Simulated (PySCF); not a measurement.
## $^{31}$P chemical shifts

In vacuum, one conformer, non-relativistic, fast rotation and ring inversion assumed for equivalent nuclei. GFN2-xTB structure; PBE0/pcSseg-1 with gauge-including orbitals; PySCF.

Shieldings were converted by a linear fit to measured shifts: $^{31}$P (scatter 18.1 ppm rms vs H3PO4, solution or neat liquid). A few per cent of atoms miss by over 2 rms, more outside the fitted compound classes.

Question: Give the $^{31}$P shifts of `C=C(C)/P=P/[C@@H](C)CC`, `O=Cc1ccpc2ccccc12`, `C=CP1(=C)CCPCC1`, `C=C(C)P1CCPCC1`.

Answer: 
```csv
compound,environment,δ (ppm)
[CH2:1]=[C:2]([CH3:3])/[P:4]=[P:5]/[C@@H:6]([CH3:7])[CH2:8][CH3:9],"P5: phosphorus bonded to C, P",538.0
[CH2:1]=[C:2]([CH3:3])/[P:4]=[P:5]/[C@@H:6]([CH3:7])[CH2:8][CH3:9],"P4: phosphorus bonded to C, P",506.9
O=Cc1ccpc2ccccc12,"phosphorus bonded to 2 C, in a 6-membered ring",246.7
[CH2:1]=[CH:2][P:3]1(=[CH2:4])[CH2:5][CH2:6][PH:7][CH2:8][CH2:9]1,"P3: phosphorus bonded to 4 C, in a 6-membered ring",5.1
[CH2:1]=[CH:2][P:3]1(=[CH2:4])[CH2:5][CH2:6][PH:7][CH2:8][CH2:9]1,"P7: phosphorus bonded to 2 C, H, in a 6-membered ring",-75.9
[CH2:1]=[C:2]([CH3:3])[P:4]1[CH2:5][CH2:6][PH:7][CH2:8][CH2:9]1,"P4: phosphorus bonded to 3 C, in a 6-membered ring",-33.3
[CH2:1]=[C:2]([CH3:3])[P:4]1[CH2:5][CH2:6][PH:7][CH2:8][CH2:9]1,"P7: phosphorus bonded to 2 C, H, in a 6-membered ring",-49.9
```

Question: Order these by $^{31}$P shift, lowest first.
A. C/C=P\C1CCCC1
B. CCCP1CC=CC1
C. O[SiH2]O[Si@H](P)C[SiH3]
D. Cc1pccnc1C(F)(F)F
E. C=C/C=P/C(C)(C)C

Answer: C (-225.9 ppm, phosphorus bonded to Si, 2 H), B (-25.9 ppm, phosphorus bonded to 3 C, in a 5-membered ring), D (238.7 ppm, phosphorus bonded to 2 C, in a 6-membered ring), A (280.4 ppm, phosphorus bonded to 2 C), E (308.0 ppm, phosphorus bonded to 2 C).
